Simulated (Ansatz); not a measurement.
Total energies of AsH4N (`N[AsH2]`).

Cartesian coordinates in Å:
```
N -0.612 -0.676 0.292
As -0.032 0.734 -0.763
H 0.059 -0.998 0.975
H -1.471 -0.433 0.766
H 1.084 -0.044 -1.447
H 0.972 1.417 0.177
```

Total charge 0; spin multiplicity 1. Correlated methods include outer-core shells of As, which these sets cover unevenly. Scalar relativity is left out up to krypton. Geometry: relaxed with PBE0-D4/def2-TZVP. Basis def2-TZVPP, Ansatz.

RPA on PBE orbitals: Hartree–Fock energy of these orbitals -2290.95652 Eh, correlation -0.79548 Eh (frozen core).

```csv
functional,energy without D4 (Eh),D4 term (kJ/mol)
LDA (SPW92),-2289.27561,–
PBE,-2292.63717,-7.4
revPBE,-2292.85176,-25.2
BLYP,-2293.07053,-17.0
r2SCAN,-2293.00290,-1.6
B97M-V,-2292.62338,–
PBE0,-2292.70677,-6.1
B3LYP,-2293.09406,-12.1
r2SCANh,-2292.99389,-1.7
r2SCAN0,-2292.98123,-1.9
HSE06 (plane-wave form),-2292.70530,-5.6
BHLYP,-2292.99351,-8.9
CAM-B3LYP,-2293.14274,-6.1
LC-ωPBE,-2292.71379,–
ωB97X-V,-2292.82039,–
ωB97M-V,-2292.88734,–
B2PLYP,-2292.62620,–
PBE-QIDH,-2292.37713,–
```

B3LYP takes the VWN-RPA correlation (the form of Gaussian; ORCA's B3LYP/G). HSE06 is the plane-wave form, built on full-range PBE exchange. The double hybrids freeze the cores in their second-order part.

LC-ωPBE has ω = 0.4 bohr⁻¹.
